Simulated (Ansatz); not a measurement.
One change: `[NH2][GaH][OH]` becomes `[OH][GaH2]`.

Ansatz, PBE0-D4/def2-TZVP geometries, multiplicity 1. Each molecule was computed in one conformer, which needn't be the lowest.

Scalar relativity is left out up to krypton.

| property | `[NH2][GaH][OH]` |
| --- | --- |
| HOMO–LUMO gap (PBE/def2-TZVPP) / eV | 5.11 |
| HOMO energy (B3LYP/def2-TZVPP) / eV | -7.16 |
| zero-point energy (PBE0-D4/def2-TZVP) / kJ/mol | 119.6 |
| HOMO–LUMO gap (B3LYP/def2-TZVPP) / eV | 6.78 |
| HOMO–LUMO gap (PBE0/def2-TZVPP) / eV | 7.31 |
| LUMO energy (PBE0/def2-TZVPP) / eV | -0.09 |

Problem. Give the same properties after the change, and the shifts. (Estimate.)

Solution. Computed: 
```csv
property,`[OH][GaH2]`,shift
HOMO–LUMO gap (PBE/def2-TZVPP) / eV,5.19,0.08
HOMO energy (B3LYP/def2-TZVPP) / eV,-8.35,-1.19
zero-point energy (PBE0-D4/def2-TZVP) / kJ/mol,70.4,-49.2
HOMO–LUMO gap (B3LYP/def2-TZVPP) / eV,6.86,0.08
HOMO–LUMO gap (PBE0/def2-TZVPP) / eV,7.35,0.04
LUMO energy (PBE0/def2-TZVPP) / eV,-1.19,-1.10
```

The zero-point energy changes by -49.2 kJ/mol with -6 modes.

B3LYP here is the variant with VWN-RPA as its local correlation; programs differ in this.
